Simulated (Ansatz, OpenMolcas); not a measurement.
## CBrO+ (SMILES [O+]#CBr): the vertical ionisation energy from total energies

CBrO+ has 3 atoms, charge +1, and is taken as a singlet. As SMILES, `[O+]#CBr`. The shape is that of a GFN2-xTB optimisation.

```xyz
3

O     1.1293    0.1925    0.6420
C     0.1699    0.0285    0.0966
Br   -1.2992   -0.2210   -0.7386
```

Both states at this one shape; open shells run unrestricted unless said. 1 Eh = 27.2114 eV.

```tsv
level	program	singlet CBrO+ (Eh)	doublet [CBrO]2+ (Eh)
HF/def2-TZVP	OpenMolcas	-2684.857448	-2684.157185
wB97X/STO-3G	Ansatz	-2657.569618	-2656.851459
B2PLYP/STO-3G, 11 core orbitals frozen	Ansatz	-2657.064112	-2656.361409
```

Q: Work out the vertical ionisation energy at each level.

A: 
1. HF/def2-TZVP: -2684.157185 − (-2684.857448) = 0.700263 Eh = 19.06 eV.
2. wB97X/STO-3G: -2656.851459 − (-2657.569618) = 0.718159 Eh = 19.54 eV.
3. B2PLYP/STO-3G: -2656.361409 − (-2657.064112) = 0.702703 Eh = 19.12 eV.

No measured value is set beside it here; the levels span 19.06 to 19.54 eV. Hartree–Fock favours the state with fewer electron pairs, since it lacks pair correlation. Spin-orbit coupling, which splits open shells on such heavy atoms by tenths of an eV, is left out. Minimal sets are far from the basis-set limit. All-electron rows are non-relativistic unless named. The second state is spin-contaminated at HF/def2-TZVP (⟨S²⟩ = 0.93).
